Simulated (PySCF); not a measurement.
# V(2+) (vanadium, charge +2) across methods

[Ar] 3d3, high-spin 4F determinant. Calculation: PySCF 2.14, in aug-cc-pVQZ-DK (9s8p6d4f3g2h, 140 functions); the spin-free X2C one-electron Hamiltonian (Gaussian nucleus).

```json
{"method": "r2SCAN", "E (hartree)": "-948.361", "mean ε 3p α (eV)": "-62.722", "mean ε 3p β (eV)": "-59.285", "mean ε 3d α (eV)": "-22.999", "Σ⟨r²⟩ (bohr²)": "16.47", "⟨S²⟩": "3.751"}
{"method": "LDA", "E (hartree)": "-946.153", "mean ε 3p α (eV)": "-61.534", "mean ε 3p β (eV)": "-58.791", "mean ε 3d α (eV)": "-22.666", "Σ⟨r²⟩ (bohr²)": "16.69", "⟨S²⟩": "3.750"}
{"method": "PBEsol", "E (hartree)": "-947.119", "mean ε 3p α (eV)": "-61.416", "mean ε 3p β (eV)": "-58.589", "mean ε 3d α (eV)": "-22.536", "Σ⟨r²⟩ (bohr²)": "16.66", "⟨S²⟩": "3.750"}
{"method": "B97-3", "E (hartree)": "-948.281", "mean ε 3p α (eV)": "-65.218", "mean ε 3p β (eV)": "-61.475", "mean ε 3d α (eV)": "-24.643", "Σ⟨r²⟩ (bohr²)": "16.45", "⟨S²⟩": "3.751"}
{"method": "PBE", "E (hartree)": "-948.151", "mean ε 3p α (eV)": "-61.505", "mean ε 3p β (eV)": "-58.677", "mean ε 3d α (eV)": "-22.618", "Σ⟨r²⟩ (bohr²)": "16.67", "⟨S²⟩": "3.750"}
{"method": "UHF", "E (hartree)": "-947.43321", "mean ε 3p α (eV)": "-75.121", "mean ε 3p β (eV)": "-67.887", "mean ε 3d α (eV)": "-30.294", "Σ⟨r²⟩ (bohr²)": "16.30", "⟨S²⟩": "3.753"}
{"method": "PBE0", "E (hartree)": "-948.192", "mean ε 3p α (eV)": "-65.142", "mean ε 3p β (eV)": "-61.328", "mean ε 3d α (eV)": "-24.685", "Σ⟨r²⟩ (bohr²)": "16.52", "⟨S²⟩": "3.751"}
```

Estimate the same row for BHandHLYP.

E (hartree) = -948.396; mean ε 3p α (eV) = -68.593; mean ε 3p β (eV) = -63.828; mean ε 3d α (eV) = -26.713; Σ⟨r²⟩ (bohr²) = 16.44; ⟨S²⟩ = 3.751.
